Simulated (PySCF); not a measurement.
pent-4-en-1-ol (C5H10O), SMILES C(O)CCC=C.

Geometry optimised at B3LYP-D3(BJ)/def2-SVP. The values are those of a single conformer.

Level of theory: TDA-PBE/def2-SVPD in PySCF.

Vertical excitations. Isolated molecule, no solvent.

| state | energy (eV) | λ (nm) | f | main pairs |
|---|---|---|---|---|
| S1 | 5.63 | 220 | 0.000 | HOMO−1→LUMO 92 % |
| S2 | 5.91 | 210 | 0.004 | HOMO→LUMO+1 96 % |
| S3 | 6.14 | 202 | 0.000 | HOMO−1→LUMO+1 99 % |
| S4 | 6.71 | 185 | 0.053 | HOMO→LUMO+2 86 % |
| S5 | 6.90 | 180 | 0.016 | HOMO−1→LUMO+2 95 % |
| S6 | 6.94 | 179 | 0.011 | HOMO−2→LUMO 89 % |
| T1 | 4.44 | 279 | 0 | HOMO→LUMO 91 % |
| T2 | 5.60 | 221 | 0 | HOMO−1→LUMO 94 % |
Triplets are in the Tamm–Dancoff approximation.
